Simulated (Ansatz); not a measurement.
`[OH][Nb]([OH])([OH])=[S]`, relaxed with RKS PBE0-D4/def2-TZVP in the Gaussian-basis code of Ansatz from a PBE-D4/def2-SVP geometry. The force threshold is 0.005 eV/Å; the program also tests the step.

Total charge 0; spin multiplicity 1. Nb: def2 effective core potential.

Start:

```xyz
8

O    -0.896    1.445   -0.831
Nb   -0.012   -0.027   -0.016
O     1.851    0.092   -0.375
O    -0.288    0.046    1.863
S    -0.798   -1.891   -0.804
H    -1.610    1.467   -1.491
H     2.451   -0.535   -0.814
H    -0.698   -0.597    2.466
```

(1) By how much does the energy fall, and how many steps does the optimiser take? (Estimate.)

(2) Which bonds change most? (Best estimate.)

(3) Give the relaxed structure. (Best estimate.)

Results:

(1) Ansatz gave: 0.85 kcal/mol, in 4 steps.

(2) The calculation gave: Nb2–S5 from 2.171 to 2.148 Å; Nb2–O4 from 1.901 to 1.886 Å; Nb2–O3 from 1.901 to 1.886 Å; O1–Nb2 from 1.901 to 1.886 Å.

(3) The calculation gave: 
```xyz
8

O    -0.889    1.433   -0.820
Nb   -0.012   -0.028   -0.012
O     1.836    0.091   -0.368
O    -0.285    0.045    1.853
S    -0.790   -1.871   -0.793
H    -1.583    1.446   -1.481
H     2.417   -0.525   -0.818
H    -0.695   -0.592    2.439
```
